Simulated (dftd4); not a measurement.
C₄HCoO₄, singlet, geometry from GFN2-xTB (such geometries of metal compounds can be far from the true shape); dftd4 with D4 for pbe0.

Input for dftd4:
```
$ dftd4 mol.xyz --func pbe0 --charge 0 --json dftd4.json --noedisp

# file mol.xyz
10

Co     0.16866841    -0.21594632     0.06853971
O      2.11576714     0.29848456    -2.06833429
C      1.35421924     0.10880843    -1.24378571
O      0.72658796     0.75338840     2.78353125
C      0.50304980     0.38753436     1.72901993
O     -1.56131369     1.99895132    -0.63445186
C     -0.88158165     1.12868977    -0.35823750
O     -1.88689263    -2.27515241    -0.32693741
C     -1.09826619    -1.46809481    -0.17680757
H      1.02823552    -1.31645086     0.41783143
```

The log (banner, timings and long lists left out):

```
                    ____  _____ _____     ____  _  _
      -------------|  _ \|  ___|_   _|---|  _ \| || |------------
     |             | | | | |_    | | ___ | | | | || |_           |
     |             | |_| |  _|   | ||___|| |_| |__   _|          |
     |             |____/|_|     |_|     |____/   |_|            |
     |             ===================================           |
     |            E. Caldeweyher, S. Ehlert & S. Grimme          |
     |          Mulliken Center for Theoretical Chemistry        |
     |                    University of Bonn                     |
      -----------------------------------------------------------

Rational (Becke-Johnson) damping: pbe0-D4-ATM
---------------------
  s6         1.0000
  s8         1.2007
  s9         1.0000
  a1         0.4009
  a2         5.0293
 alp        16.0000
--------------------

Dispersion energy:      -9.2014142574062E-03 Eh

[Info] JSON dump of results written to 'dftd4.json'
```
